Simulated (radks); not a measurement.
The chromium ion Cr+, 23 electrons, occupied as [Ar] 3d3.5 4p1.5 (fractional occupations, a model configuration). Method: Dirac Kohn-Sham, PBEsol, spin-unpolarised, spherical densities, finite nucleus; open shells fill j = l - 1/2 first; Fermi nuclear charge, rms radius 3.6452 fm; computed with a radial shooting solver on a logarithmic mesh with Libxc functionals.

Radial electron density D(r) = 4 pi r^2 rho(r):

r (bohr),D(r) (e/bohr)
0.002096,0.5142
0.002402,0.6624
0.002752,0.8513
0.003153,1.092
0.003612,1.396
0.004138,1.779
0.004741,2.259
0.005432,2.856
0.006223,3.594
0.00713,4.498
0.008168,5.593
0.009433,6.990
0.01081,8.555
0.01238,10.37
0.01419,12.44
0.01625,14.73
0.01862,17.20
0.02133,19.77
0.02444,22.30
0.028,24.66
0.03208,26.64
0.03675,28.05
0.04211,28.74
0.04824,28.61
0.05527,27.68
0.06332,26.15
0.07255,24.37
0.08312,22.83
0.09523,22.04
0.1091,22.38
0.125,23.96
0.1432,26.46
0.1654,29.30
0.1895,31.13
0.2171,31.21
0.2487,29.07
0.2849,24.93
0.3264,19.74
0.374,14.85
0.4285,11.50
0.4909,10.27
0.5624,10.84
0.6444,12.19
0.7382,13.14
0.8458,12.88
0.969,11.31
1.11,8.892
1.272,6.299
1.457,4.087
1.669,2.514
1.913,1.563
2.191,1.067
2.511,0.8284
2.899,0.6885
3.322,0.5706
3.806,0.4359
4.36,0.2938
4.995,0.1700
5.723,0.08333
6.557,0.03402
7.512,0.01125
8.606,0.002914
9.86,0.0005726

D(r) has 3 maxima, at r = 0.0442, 0.204, 0.768 bohr, and minima at 0.0983, 0.499 bohr, inside which lie 2.13, 10.55 electrons.
